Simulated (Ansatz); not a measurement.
Two structures of SiHCl$_{2}$F, singlet, reached by relaxing down either side of one saddle point (PBE0-D4/def2-TZVP). Energies are electronic, without zero-point energy. Ansatz 0.2.0; basis: def2-TZVPP and def2-QZVPP; cores frozen in the correlated methods. Extrapolation: Hartree–Fock as exp(−7.88 √X), correlation as X^−2.97. First:

```
5
angstrom
Si 1.1680 0.4627 0.6578
F 1.1361 0.3697 -0.9545
H -1.0235 -1.2100 -0.9334
Cl -0.2144 2.0026 0.9506
Cl -1.0660 -1.6249 0.2795
```

Second:

Si1  (0.729, 0.054, 1.032)
F2  (0.617, -0.072, -1.448)
H3  (-0.155, -0.592, -1.415)
Cl4  (-0.266, 1.881, 1.028)
Cl5  (-0.925, -1.271, 0.803)
(Å)

Question: Which bonds change from the first to the second?

Answer: SiClF + HCl → SiCl₂ + HF; bonds formed: Si1–Cl5, F2–H3; bonds broken: Si1–F2, H3–Cl5.

Question: Give the saddle point's structure and its height above each. (Judge from chemistry; the value comes from the calculation.)

Answer: By the calculation: 81.0 kJ/mol above the first and 43.0 kJ/mol above the second (CCSD(T) at an estimated basis limit (MP2 extrapolated from triple and quadruple zeta, plus CCSD(T) − MP2 in triple zeta)).
```xyz
5
angstrom
Si 0.8718 0.1477 0.6996
F 0.6044 0.0134 -1.1387
H -0.2707 -0.7022 -0.8497
Cl -0.2287 1.8960 0.9355
Cl -0.9767 -1.3549 0.3532
```

The search had been set up for a 1,1-elimination (forming F2–H3, breaking Si1–F2, Si1–H3); from that guess it ended on this step instead.

T1 diagnostic: at most 0.013.

For scale, one of the runs: CCSD(T)/def2-TZVPP, 171 basis functions, launched by `ansatz run in.yaml --threads 2 --pin off --events-out ev --progress --plain --max-ram 4352MiB`. Time: 42 s of wall clock on 2 CPU threads of an Arm Neoverse V1; the host was shared. Peak host memory: 1.4 GiB.
